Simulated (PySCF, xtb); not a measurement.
Pb(OMe)(NH2) (CH5NOPb), SMILES [Pb]([O]C)[NH2] (connectivity only; charge and spin as stated), neutral, multiplicity 1. Other conformers were not sampled.

Harmonic wavenumbers (cm⁻¹) from xtb with GFN2-xTB at its own minimum, in rising order: 24, 81, 146, 203, 307, 336, 483, 508, 534, 1107, 1141, 1152, 1423, 1493, 1497, 1542, 2847, 2861, 2894, 3490, 3522.

Q: What does PBE0-D3(BJ)/def2-SVP run with PySCF give at its own minimum? (The exact figures need the calculation; the answer reports its results.)

A: 82, 137, 147, 231, 270, 391, 471, 546, 588, 1160, 1175, 1188, 1461, 1467, 1477, 1497, 2945, 3000, 3050, 3578, 3698. Paired by order, the mean absolute difference is 60 cm⁻¹ and the zero-point energies are 39.4 and 40.8 kcal/mol.
